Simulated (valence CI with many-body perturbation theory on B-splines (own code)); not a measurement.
**Sb XXXI: what each term of the Hamiltonian does**

Calculated by relativistic CI+MBPT: three valence electrons over a frozen Dirac-Fock core [Ar], radial functions for each j: 9 s, 9 p, 10 d, 8 f, 5 g, 3 h, 1 i, with the one-electron correlation potential Σ1 (screened to all orders), the two-electron term Σ2, the three-electron term Σ3, Breit, model QED; selected single and double excitations, second order for the rest (own B-spline code, finite nucleus).

The last digits are not significant, and no measured levels were compared; by estimate large intervals hold to a few tenths of a per cent, small ones and those within an open d or f shell to about a per cent. Only levels of the ground parity were solved; by the run's estimate the other parity begins above the list, which can be wrong where configurations are misplaced.

Each rung adds one term. CI alone is the Dirac-Coulomb CI over the frozen core; QED comes last and gives the full result, which names the levels. Energies are above (3d3/2^3) J=3/2 on the same rung, in cm⁻¹.

Levels are named by their leading jj configuration (3d3/2^4 stands for four electrons in 3d with j = 3/2), which in mixed levels can hold well under half, so a name can repeat and another be missing. Letters in brackets count levels of one name in rising energy.

```csv
Level,CI alone
(3d3/2^2 3d5/2) J=5/2,62764
(3d3/2^2 3d5/2) J=7/2,101475
(3d3/2^2 3d5/2) J=3/2,108882
(3d3/2^2 3d5/2) J=9/2,118028
(3d3/2^2 3d5/2) J=1/2,128909
(3d3/2 3d5/2^2) J=7/2 [a],182789
(3d3/2 3d5/2^2) J=5/2 [a],193823
(3d3/2 3d5/2^2) J=9/2,193331
(3d3/2 3d5/2^2) J=3/2 [a],220682
(3d3/2 3d5/2^2) J=1/2,232334
(3d3/2 3d5/2^2) J=11/2,245653
(3d3/2 3d5/2^2) J=5/2 [b],266526
(3d3/2 3d5/2^2) J=5/2 [c],286505
(3d3/2 3d5/2^2) J=7/2 [b],299809
(3d5/2^3) J=9/2,299752
(3d5/2^3) J=3/2,321845
```

(1) What do these energies become with core correlation, Breit and QED?

(2) How does the ionisation energy move along the ladder, and which term matters most?

Answers

(1) (3d3/2^2 3d5/2) J=5/2 62044 (-721); (3d3/2^2 3d5/2) J=7/2 98192 (-3283); (3d3/2^2 3d5/2) J=3/2 105515 (-3367); (3d3/2^2 3d5/2) J=9/2 113216 (-4812); (3d3/2^2 3d5/2) J=1/2 124045 (-4864); (3d3/2 3d5/2^2) J=7/2 [a] 178509 (-4280); (3d3/2 3d5/2^2) J=5/2 [a] 187414 (-6409); (3d3/2 3d5/2^2) J=9/2 188676 (-4654); (3d3/2 3d5/2^2) J=3/2 [a] 214727 (-5955); (3d3/2 3d5/2^2) J=1/2 226567 (-5766); (3d3/2 3d5/2^2) J=11/2 238851 (-6802); (3d3/2 3d5/2^2) J=5/2 [b] 256618 (-9908); (3d3/2 3d5/2^2) J=5/2 [c] 278760 (-7745); (3d3/2 3d5/2^2) J=7/2 [b] 289708 (-10101); (3d5/2^3) J=9/2 293200 (-6551); (3d5/2^3) J=3/2 315090 (-6756).

(2) CI alone 1774.6, + Σ1 1777.2, + Σ2 1782.5, + Σ3 1782.6, + Breit 1781.6, + QED 1781.7 eV. The largest step is Σ2, 5.3 eV. NIST lists 1781 ± 4 eV (theoretical).
